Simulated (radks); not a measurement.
All-electron atom: Be III in [He] (the NIST ground configuration). Calculated with a radial shooting solver on a logarithmic mesh with Libxc functionals: scalar-relativistic Kohn-Sham, BLYP, spin-polarised, spherical densities, finite nucleus; Fermi nuclear charge, rms radius 2.519 fm.

Normalised radial functions P(r) = r R(r), r in bohr:

```
   r/bohr * 1s (the largest magnitude, 1.38, reaches the edge; | marks zero)
   0.0233 |           *
  0.02963 |              *
  0.03736 |                  *
  0.04712 |                      *
  0.05942 |                           *
  0.07494 |                                *
   0.0945 |                                     *
   0.1192 |                                           *
   0.1503 |                                                *
   0.1895 |                                                    *
    0.239 |                                                      *
   0.3015 |                                                      *
   0.3802 |                                                   *
   0.4794 |                                            *
   0.6046 |                                    *
   0.7625 |                          *
   0.9616 |                *
    1.213 |        *
    1.529 |   *
```

1s: eigenvalue -132.71 eV, 0 radial nodes, <r> = 0.417 bohr, 90 % of the charge inside 0.752 bohr.
